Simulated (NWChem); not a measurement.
System: VOCl3; SMILES [O]=[V]([Cl])([Cl])[Cl]

NWChem input:

```
start job
memory heap 200 mb stack 900 mb global 1100 mb
geometry units angstroms noautoz
  V      0.000000     0.000000     0.257443
  O      0.000000     0.000000     1.784785
  Cl     0.571540     1.942593    -0.396201
  Cl     1.396564    -1.466265    -0.396201
  Cl    -1.968105    -0.476328    -0.396201
end
basis spherical
  * library sto-3g
end
dft
  xc hfexch
  iterations 150
  mulliken
end
task dft energy
```

Structure relaxed at the PBE0/def2-SVP level.

Task: Give the results of this calculation. (Hartree-Fock/STO-3G.) Quantities: basis functions; energy (Ha); highest occupied level (eV); orbital gap (eV); dipole (D).

Result: 
```
Quantity                       Result
---------------------------  --------
number of basis functions          50
energy (Ha)                  -2371.04
highest occupied level (eV)    -11.46
orbital gap (eV)                14.30
dipole (D)                       0.96
```
